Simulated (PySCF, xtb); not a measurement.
1,1-dichloro-1-fluoropropane (C3H5Cl2F), SMILES ClC(Cl)(F)CC.

xtb with GFN2-xTB at its own geometry gives an orbital gap of 6.18 eV and a dipole moment of 2.34 D.

The structure is a stationary point at ωB97X-D3(BJ)/def2-SVP. Other conformers were not sampled.

Task: What does PySCF with PBE/def2-TZVP give? (The exact figures need the calculation; the answer reports its results.)

Result: gap 6.11 eV (levels -7.37 and -1.25 eV), dipole 2.02 D.
